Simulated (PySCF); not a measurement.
CH12OSi4. Atoms are numbered in the order given.

```xyz
18

O     -1.1162    -1.3088    -1.9634
Si    -0.0524    -1.2181    -0.6734
C     -0.9680    -1.0751     0.9642
Si    -2.2534     0.3010     1.0142
Si     1.2490     0.7033    -1.0125
Si     2.1487     1.3343     1.0606
H     -1.6683    -2.0950    -2.0156
H      0.8307    -2.4314    -0.6271
H     -0.2222    -0.8946     1.7596
H     -1.4573    -2.0345     1.2083
H     -2.7562     0.5109     2.4069
H     -1.6513     1.5822     0.5310
H     -3.4150    -0.0378     0.1382
H      2.3620     0.4320    -1.9766
H      0.4126     1.8224    -1.5479
H      3.0700     2.5060     0.9471
H      1.0395     1.6869     2.0024
H      2.9058     0.1860     1.6524
```

Geometry: PBE0-D3(BJ)/def2-SVP. The structure was generated by enumeration; whether it is a known compound was not checked. One conformer was computed; it need not be the lowest.

These are B3LYP/def2-TZVP (PySCF) values and carry that method's errors.

ESP charges are fitted to the potential on shells at 1.4 to 2.0 van der Waals radii. Atomic charges (e):

| atom | IAO | ESP fit |
|---|---|---|
| O1 | -0.80 | -0.68 |
| Si2 | 0.93 | 0.53 |
| C3 | -0.86 | -0.44 |
| Si4 | 0.65 | 0.33 |
| Si5 | 0.15 | 0.13 |
| Si6 | 0.33 | 0.06 |
| H7 | 0.36 | 0.44 |
| H8 | -0.16 | -0.15 |
| H9 | 0.16 | 0.12 |
| H10 | 0.16 | 0.14 |
| H11 | -0.13 | -0.10 |
| H12 | -0.13 | -0.08 |
| H13 | -0.13 | -0.09 |
| H14 | -0.10 | -0.06 |
| H15 | -0.09 | -0.04 |
| H16 | -0.10 | -0.03 |
| H17 | -0.12 | -0.03 |
| H18 | -0.12 | -0.04 |

Computed Mayer and Wiberg (Löwdin basis) orders of the bonds:
```
bond     Mayer  Wiberg
-------  -----  ------
O1–Si2    1.15    1.63
Si2–C3    0.93    1.16
C3–Si4    0.97    1.21
Si2–Si5   0.93    1.05
Si5–Si6   0.94    1.16
O1–H7     0.88    1.02
Si2–H8    0.91    0.89
C3–H9     0.92    0.83
C3–H10    0.92    0.84
Si4–H11   0.95    0.95
Si4–H12   0.95    0.94
Si4–H13   0.95    0.95
Si5–H14   0.94    0.92
Si5–H15   0.93    0.92
Si6–H16   0.95    0.96
Si6–H17   0.94    0.96
Si6–H18   0.94    0.96
```
